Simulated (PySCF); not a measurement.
## Ionisation energy of Co+ by level of theory

Co+ [Ar] 3d8 (3F) → Co(2+) [Ar] 3d7 (4F), as a difference of total energies. All numbers are calculated (PySCF 2.14, scalar relativity by spin-free X2C-1e, in jorge-DZP-DKH). Correlated levels: valence: [Ar] frozen. The calculations carry no spin-orbit coupling.

```tsv
method	ionisation energy (eV)	difference from reference (eV)
UHF	14.061	-3.023
PBE	17.244	+0.160
PBE0	16.768	-0.316
MP2 (valence)	16.031	-1.053
SCS-MP2 (valence)	15.916	-1.168
```

Reference: 17.084 eV (measured; NIST Atomic Spectra Database, ionization energies).

The reference lies between the lowest fine-structure levels, while these numbers refer to the centres of the terms.

Errors of the correlated levels include the incompleteness of this basis and the frozen core.
